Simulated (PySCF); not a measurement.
C5H6OS.
Atom-mapped SMILES: `[CH3:1][O:2][c:3]1[cH:4][cH:5][cH:6][s:7]1`

Cartesian coordinates in Å at the PBE0-D3(BJ)/def2-SVP level; atoms count from 1:
```xyz
13
C5H6OS angstrom
C      2.5768    0.3512    0.1965
O      1.5941   -0.2741   -0.5849
C      0.3138   -0.0727   -0.2582
C     -0.7672   -0.5872   -0.9276
C     -1.9982   -0.1938   -0.3317
C     -1.8427    0.6031    0.7683
S     -0.1758    0.8968    1.1071
H      2.4649    1.4502    0.1786
H      2.5349    0.0067    1.2456
H      3.5492    0.0809   -0.2329
H     -0.6616   -1.2183   -1.8091
H     -2.9756   -0.4952   -0.7112
H     -2.6066    1.0422    1.4069
```

Definitions: NICS(0) = −σiso at the ring centroid; NICS(1) = −σiso and NICS(1)zz = −σzz at ±1 Å along the ring normal z. Level: GIAO B97-2/pcSseg-2 (PySCF, non-relativistic, gas phase) on the PBE0-D3(BJ)/def2-SVP geometry, one conformer.

Ring bond lengths (Å): C3–C4 1.372, C4–C5 1.423, C5–C6 1.367, C6–S7 1.726, S7–C3 1.745.

Problem. Give the NICS values of each ring in ppm.

Solution. 
```csv
ring,type,NICS(0),"NICS(1), two faces","NICS(1)zz, two faces",rms pucker (Å),"centre to ring atoms, mean (Å)"
C3–C4–C5–C6–S7,5-membered ring with S; formal bonds all aromatic,-13.2,-9.1 / -9.2,-24.7 / -24.8,0.00,1.29
```

Problem. What can be read from them?

Solution. 
- C3–C4–C5–C6–S7: mean NICS(1)zz -24.7 ppm, shielded. For a flat ring without four-coordinate atoms the NICS criterion counts such a value as aromatic.

Problem. What does the geometric index give? HOMA takes Krygowski's 1993 parameters.

Solution. 
- C3–C4–C5–C6–S7: HOMA 0.77; the largest term is that of S7–C3, α(R − Ropt)² = 0.43. The geometric and the magnetic index point the same way.

Problem. What is the mean of the two in-plane components of NICS at the second NICS(1) probe listed for ring C3–C4–C5–C6–S7, 1 Å off the ring?

Solution. The isotropic value is a third of the trace: (3 × -9.2 − (-24.8))/2 = -1.4 ppm.

Problem. What are the shieldings of the ring atoms and their hydrogens in the same run (means over atoms taken as equivalent)?

Solution. 
| atoms | environment | σ isotropic (ppm) | principal values of the symmetric part, first atom (ppm) |
| --- | --- | --- | --- |
| C3 | aromatic carbon bearing oxygen | 7.0 | -54.3, 11.8, 63.5 |
| C4 | aromatic CH carbon | 75.6 | 13.4, 65.4, 147.9 |
| C5 | aromatic CH carbon | 51.4 | -36.4, 40.0, 150.4 |
| C6 | aromatic CH next to a ring sulfur | 67.9 | -19.0, 81.5, 141.2 |
| S7 | thiophene-type sulfur | 318.6 | 204.1, 333.6, 418.1 |
| H11 | aromatic hydrogen | 24.97 | 21.8, 25.0, 28.1 |
| H12 | aromatic hydrogen | 24.38 | 21.6, 24.2, 27.3 |
| H13 | aromatic hydrogen | 24.92 | 21.6, 25.5, 27.7 |

Problem. How do the values depend on the level or the medium?

Solution. 
```
                  level  NICS(0), C3–C4–C5–C6–S7  mean NICS(1)zz, C3–C4–C5–C6–S7
    B97-2/pcSseg-2, gas                    -13.2                           -24.7
     PBE0/pcSseg-1, gas                    -13.3                           -24.4
    B3LYP/pcSseg-1, gas                    -13.1                           -24.0
    B97-2/pcSseg-1, gas                    -13.3                           -24.2
BHandHLYP/pcSseg-1, gas                    -13.4                           -24.4
     BP86/pcSseg-1, gas                    -12.9                           -23.9
      KT3/pcSseg-1, gas                    -13.7                           -24.1
     PBE0/IGLO-III, gas                    -13.1                           -25.2
```

The geometry is the same throughout.

Time: 45 s of wall time. Hardware: one thread of an Arm Neoverse V2, on a shared host. This is the whole shielding run at B97-2/pcSseg-2, SCF included.
